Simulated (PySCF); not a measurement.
Geometry (Å), atoms numbered from 1 in this order:
```xyz
18

C     2.6454    1.1765   -0.1795
O     1.7728    0.1646    0.2137
Si    1.4060   -1.1992   -0.5899
O     0.0215   -1.7638    0.0505
C    -1.1655   -1.0970    0.2930
C    -1.3977    0.1032   -0.6066
C    -2.7168    0.8023   -0.4089
O    -0.5808    0.4546   -1.4170
H     2.2112    1.7418   -1.0123
H     3.6142    0.7634   -0.4915
H     2.7940    1.8460    0.6742
H     2.2789   -2.2855   -0.1566
H     1.4308   -1.0496   -2.0397
H    -1.9987   -1.8053    0.1588
H    -1.1834   -0.7420    1.3377
H    -2.8974    0.9875    0.6470
H    -3.5179    0.1698   -0.7887
H    -2.7254    1.7393   -0.9606
```

Geometry: GFN2-xTB; GIAO absolute shieldings from PySCF 2.14, gas phase, non-relativistic, averaged over equivalent atoms.

At HSE06/pcSseg-1 (193 basis functions, 79 s wall time on 1 thread of an Intel Xeon Platinum 8259CL, shared host):
```json
{"atoms": "C6", "σ (ppm)": "-29.8"}
{"atoms": "C5", "σ (ppm)": "112.5"}
{"atoms": "C1", "σ (ppm)": "135.0"}
{"atoms": "C7", "σ (ppm)": "159.6"}
{"atoms": "O8", "σ (ppm)": "-304.9"}
{"atoms": "O4", "σ (ppm)": "300.1"}
{"atoms": "O2", "σ (ppm)": "326.9"}
{"atoms": "Si3", "σ (ppm)": "381.8"}
{"atoms": "H12/H13", "σ (ppm)": "26.61"}
{"atoms": "H14/H15", "σ (ppm)": "26.88"}
{"atoms": "H9/H10/H11", "σ (ppm)": "27.87"}
{"atoms": "H16/H17/H18", "σ (ppm)": "29.60"}
```

Estimate the result of repeating the calculation with KT2/pcSseg-1.

Results:


| atoms | σ at KT2/pcSseg-1 | change |
| --- | --- | --- |
| C6 | -16.4 | +13.4 |
| C5 | 112.5 | +0.0 |
| C1 | 133.6 | -1.4 |
| C7 | 160.6 | +1.0 |
| O8 | -256.6 | +48.3 |
| O4 | 286.4 | -13.7 |
| O2 | 314.7 | -12.2 |
| Si3 | 391.4 | +9.6 |
| H12/H13 | 26.26 | -0.35 |
| H14/H15 | 26.68 | -0.20 |
| H9/H10/H11 | 27.67 | -0.20 |
| H16/H17/H18 | 29.57 | -0.03 |

The largest change is at O8 (ketone oxygen). Cost: 193 basis functions, 95 s wall time on 1 thread of an Intel Xeon Platinum 8259CL, shared host. The order of the carbon signals is the same at both levels.
